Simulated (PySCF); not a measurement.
C5H12N2.
SMILES: `[H]/N=C/CCN(C)C`

Vertical excitations from PySCF (density fitting, frozen core in the response, grid level 2 and gas phase unless stated; continuum runs use non-equilibrium linear response for the excitations) on a GFN2-xTB geometry. Reference run:

```tsv
settings	S1, eV (f)	S2, eV (f)	S3, eV (f)	S4, eV (f)	S5, eV (f)	S6, eV (f)	T1, eV (Tamm–Dancoff)	mean α (au)
PBE0/def2-SVPD, full TDDFT, 6 singlets	5.21 (0.001)	5.32 (0.000)	5.98 (0.022)	6.50 (0.011)	6.73 (0.020)	7.08 (0.013)	4.38	80.2
```

Task: What do these settings give: KT2/pcSseg-1, grid level 3, TDA, 1 singlet?

Result: 
```json
{"settings": "KT2/pcSseg-1, grid level 3, TDA, 1 singlet", "S1, eV (f)": "4.01 (0.001)", "S2, eV (f)": "–", "S3, eV (f)": "–", "S4, eV (f)": "–", "S5, eV (f)": "–", "S6, eV (f)": "–", "T1, eV (Tamm–Dancoff)": "3.96", "mean α (au)": "75.2"}
```

S1 moves by -1.20 eV; functional, basis and response scheme change together, so the shift can't be laid on one. States are counted by energy in each run and needn't keep their character from row to row.

KT2 was designed for NMR shieldings or shifts; total energies of different functionals aren't comparable.

Task: Which orbital pairs make up S1 in each run, and how does it sit against the orbital gap?

Result: 
```
                                  settings  S1 configurations (weight)  S1 (eV)  orbital gap (eV)  S1 − gap (eV)
    PBE0/def2-SVPD, full TDDFT, 6 singlets        H−1→L 0.62, H→L 0.37     5.21              6.22          -1.01
KT2/pcSseg-1, grid level 3, TDA, 1 singlet                    H→L 1.00     4.01              3.99          +0.02
```

Shape of the structure used: `[H]/[N:7]=[CH:6]/[CH2:5][CH2:4][N:2]([CH3:1])[CH3:3]`: C1–N2–C4–C5 68°, N2–C4–C5–C6 163°, C4–C5–C6–N7 125°.

One conformer stands for the species.
